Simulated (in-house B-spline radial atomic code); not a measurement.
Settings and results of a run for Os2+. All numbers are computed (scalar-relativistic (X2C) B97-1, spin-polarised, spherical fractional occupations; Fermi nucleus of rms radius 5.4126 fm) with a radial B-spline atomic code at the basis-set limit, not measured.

Command:
```bash
python run_scf.py task.json out
```
Settings (nuclear radius in fm, mass in u):
```
Z                76
configuration    [Xe] 4f14 5d6
hamiltonian      x2c
method           b97_1
spin_polarised   True
nucleus          fermi
rms_radius       5.4126
atomic_mass      191.96148
speed_of_light   137.035999084
```

Output (hartree, bohr):
```
 radial grid: 78 intervals, B-splines of order 8, outer radius 53.7037 bohr

 iter        energy (Eh)    residual
    1      -17253.392797    5.83e-01
    2      -17254.250837    1.28e-01
    3      -17254.498601    2.60e-02
    4      -17254.515464    9.08e-03
    5      -17254.515425    9.33e-03
    6      -17254.516800    1.04e-03
    7      -17254.516833    2.60e-04
    8      -17254.516835    7.76e-05
    9      -17254.516835    5.10e-06
   10      -17254.516835    1.35e-07

 total energy                    -17254.51684
 kinetic                           19594.0941
 electron-nucleus                 -43210.2629
 Hartree                            6705.8562
 exact exchange                      -71.1482
 exchange-correlation               -273.0561

 orbital      occ     eigenvalue          <r>       <r^2>       <1/r>       r_max
 1s up      1.000     -2710.6328    0.0169154 0.000402243     99.7313     0.01007
 1s down    1.000     -2710.6332    0.0169154 0.000402243     99.7313     0.01007
 2s up      1.000      -473.7231    0.0740724  0.00655577     23.3455     0.06322
 2s down    1.000      -473.7128    0.0740719   0.0065557     23.3458     0.06322
 2p up      3.000      -414.1262    0.0666942  0.00545303     19.3314     0.05158
 2p down    3.000      -414.1172    0.0666934  0.00545292     19.3316     0.05158
 3s up      1.000      -111.2436     0.193343   0.0428887     8.39215      0.1789
 3s down    1.000      -111.2398     0.193339   0.0428864     8.39227      0.1789
 3p up      3.000       -93.5883     0.193734   0.0436308     7.32866      0.1771
 3p down    3.000       -93.5841     0.193729   0.0436279     7.32876      0.1771
 3d up      5.000       -73.1222     0.176195   0.0363824     6.81022      0.1443
 3d down    5.000       -73.1139     0.176201   0.0363842     6.80997      0.1444
 4s up      1.000       -24.2206     0.431938    0.210827     3.48474      0.4054
 4s down    1.000       -24.2108     0.431987    0.210864     3.48397      0.4054
 4p up      3.000       -18.3758      0.45853    0.239309     3.06752      0.4249
 4p down    3.000       -18.3664     0.458556    0.239308     3.06687      0.4249
 4d up      5.000       -10.9181     0.489271    0.277259     2.71156      0.4353
 4d down    5.000       -10.9055     0.489223    0.277118     2.71116      0.4354
 5s up      1.000        -4.1589      1.01451     1.15596     1.34795       0.919
 5s down    1.000        -4.0692      1.00666     1.13811     1.36155      0.9147
 5p up      3.000        -2.6570      1.17298     1.55648     1.12608       1.035
 5p down    3.000        -2.5337      1.16425     1.53562     1.13827       1.028
 4f up      7.000        -2.6955     0.557132    0.383153     2.23885      0.4059
 4f down    7.000        -2.6793     0.553683     0.37701     2.24661      0.4058
 5d up      5.000        -0.9308       1.6709     3.25445    0.774651       1.348
 5d down    1.000        -0.7525      1.77194     3.71652    0.739625       1.357
```

Time taken, with all properties: 0.77 s on 1 thread of Arm Neoverse V1 (shared host).

Caution: exact exchange at fractional occupations of open shells leaves self-interaction of up to several eV.

One-electron X2C: radii and densities carry no picture-change correction, so inner-shell <1/r> comes out high (for 1s by about 2 % at Z = 33, 5 % at 54, 10 % at 75, 30 % at 118) and <r> low.
